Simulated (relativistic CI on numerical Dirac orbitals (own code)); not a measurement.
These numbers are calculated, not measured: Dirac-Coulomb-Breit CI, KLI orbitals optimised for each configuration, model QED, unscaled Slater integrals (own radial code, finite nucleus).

The strongest absorption lines from the ground level of an ion, among the configurations computed and to levels below about 920 eV (vacuum wavelength in nm, gf): 1.4983 (0.26), 1.5101 (0.74), 1.5114 (0.77), 1.5185 (0.2), 1.5228 (0.16), 4.2370 (0.31), 4.5144 (1.7), 4.7823 (0.78).

Problem. Which ion is it?
A. Ba30+
B. Ba28+
C. I27+
D. Ba32+

Solution. A. Ba30+ has 26 electrons and the ground level 3s2 3p6 3d8 3F_4; the strongest line goes to 3s2 3p5 3d9 3D°_3. The pattern of lines fixes the number of electrons, and along that sequence the line energies rise steadily with the charge (about as its square where n changes within one kind of shell, about linearly where n is kept but much faster in heavy ions where fine structure, which grows about as Z⁴, sets the gap, and irregularly where shells cross), which fixes Z. Configurations outside the model, such as inner-shell arrays, can give stronger lines. At this charge energies of transitions that change n are usually good to better than 1 %, and those within a shell (Δn = 0) to a few per cent. Terms inside the open d or f shell come out 10 to 20 % too wide with unscaled integrals.

LS names give the leading component of a level, which can be under half, so a name can repeat, a term be missing and a line seem to break the LS rules.
